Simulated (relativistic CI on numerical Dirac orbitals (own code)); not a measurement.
# Line list: Electric-dipole lines, K17+

Calculated at this level of theory: Dirac-Coulomb-Breit CI, orbitals from a KLI potential per configuration, a model potential for QED, unscaled Slater integrals (own radial code, finite nucleus).

Configuration list: 1s2, 1s 2s, 1s 2p, 1s 3s, 1s 3p, 1s 3d, 1s 4s, 1s 4p, 1s 4d, 1s 4f, 1s 5s, 1s 5p, 1s 5d, 1s 5f, 1s 5g, 1s 6s, 1s 6p, 1s 6d. Levels of other configurations are missing.

| λ vac (Å) | Lower | Upper | A (s⁻¹) | E lower (eV) | E upper (eV) |
| --- | --- | --- | --- | --- | --- |
| 3.5327 | 1s2 1S_0 [1] | 1s 2p 1P°_1 [7] | 1.36e+14 | 0.00 | 3509.65 |
| 14.788 | 1s 2p 3P°_2 [6] | 1s 4d 3D_3 [25] | 2.24e+12 | 3495.24 | 4333.63 |
| 19.227 | 1s 2s 3S_1 [2] | 1s 3p 3P°_2 [12] | 2.31e+12 | 3470.94 | 4115.79 |
| 19.258 | 1s 2s 3S_1 [2] | 1s 3p 3P°_1 [10] | 2.29e+12 | 3470.94 | 4114.75 |
| 19.747 | 1s 2p 3P°_0 [3] | 1s 3d 3D_1 [14] | 3.86e+12 | 3490.94 | 4118.81 |
| 19.772 | 1s 2p 3P°_1 [4] | 1s 3d 3D_1 [14] | 2.83e+12 | 3491.74 | 4118.81 |
| 19.772 | 1s 2p 3P°_1 [4] | 1s 3d 3D_2 [13] | 4.58e+12 | 3491.74 | 4118.80 |
| 19.870 | 1s 2p 3P°_2 [6] | 1s 3d 3D_3 [15] | 6.90e+12 | 3495.24 | 4119.22 |
| 20.334 | 1s 2p 1P°_1 [7] | 1s 3d 1D_2 [16] | 5.68e+12 | 3509.65 | 4119.39 |
| 39.512 | 1s 3d 3D_3 [15] | 1s 5f 3F°_4 [43] | 4.78e+11 | 4119.22 | 4433.01 |
| 55.541 | 1s 3s 3S_1 [8] | 1s 4p 3P°_2 [22] | 3.06e+11 | 4108.99 | 4332.22 |
| 56.688 | 1s 3p 3P°_1 [10] | 1s 4d 3D_2 [24] | 5.03e+11 | 4114.75 | 4333.47 |
| 56.914 | 1s 3p 3P°_2 [12] | 1s 4d 3D_3 [25] | 7.35e+11 | 4115.79 | 4333.63 |
| 57.691 | 1s 3d 3D_1 [14] | 1s 4f 3F°_2 [27] | 1.22e+12 | 4118.81 | 4333.72 |
| 57.694 | 1s 3d 3D_2 [13] | 1s 4f 3F°_3 [26] | 1.30e+12 | 4118.80 | 4333.71 |
| 57.778 | 1s 3d 3D_3 [15] | 1s 4f 3F°_4 [29] | 1.45e+12 | 4119.22 | 4333.81 |
| 57.822 | 1s 3d 1D_2 [16] | 1s 4f 1F°_3 [30] | 1.34e+12 | 4119.39 | 4333.82 |
| 57.953 | 1s 3p 1P°_1 [17] | 1s 4d 1D_2 [28] | 6.47e+11 | 4119.79 | 4333.73 |
| 122.70 | 1s 4p 3P°_1 [20] | 1s 5d 3D_2 [38] | 1.06e+11 | 4331.79 | 4432.83 |
| 123.13 | 1s 4p 3P°_2 [22] | 1s 5d 3D_3 [39] | 1.53e+11 | 4332.22 | 4432.91 |
| 124.61 | 1s 4d 3D_1 [23] | 1s 5f 3F°_2 [41] | 2.28e+11 | 4333.46 | 4432.96 |
| 124.62 | 1s 4d 3D_2 [24] | 1s 5f 3F°_3 [40] | 2.39e+11 | 4333.47 | 4432.95 |
| 124.77 | 1s 4d 3D_3 [25] | 1s 5f 3F°_4 [43] | 2.71e+11 | 4333.63 | 4433.01 |
| 124.86 | 1s 4f 3F°_3 [26] | 1s 5g 3G_4 [44] | 4.31e+11 | 4333.71 | 4433.01 |
| 124.87 | 1s 4f 3F°_2 [27] | 1s 5g 3G_3 [45] | 4.11e+11 | 4333.72 | 4433.01 |
| 124.88 | 1s 4d 1D_2 [28] | 1s 5f 1F°_3 [46] | 2.49e+11 | 4333.73 | 4433.01 |
| 124.94 | 1s 4f 3F°_4 [29] | 1s 5g 3G_5 [47] | 4.47e+11 | 4333.81 | 4433.04 |
| 124.95 | 1s 4f 1F°_3 [30] | 1s 5g 1G_4 [48] | 4.34e+11 | 4333.82 | 4433.04 |
| 125.13 | 1s 4p 1P°_1 [31] | 1s 5d 1D_2 [42] | 1.39e+11 | 4333.88 | 4432.97 |
| 226.88 | 1s 5p 3P°_2 [36] | 1s 6d 3D_3 [57] | 4.59e+10 | 4432.20 | 4486.85 |

Terms are leading LS components. Brackets give the number of a level in order of energy, since labels repeat. The list gives strong lines, with weight on those to low levels, without lines whose two gauges differ by over a factor of 2.5. Levels whose partners in the same complex of configurations lie outside the list can be far off, and so can their lines. Rates are taken at the computed energies, electric ones in the length gauge.

At this charge energies of transitions that change n are usually good to better than 1 %, and those within a shell (Δn = 0) to a few per cent.

Question: From the table, what is the radiative lifetime of 1s 4d 3D_3?

Answer: The listed rates from this level add up to about 2.97e+12 s⁻¹, 100 % of its decay; with all channels τ = 3.37e-13 s.

LS names give the leading component of a level, which can be under half, so a name can repeat, a term be missing and a line seem to break the LS rules.
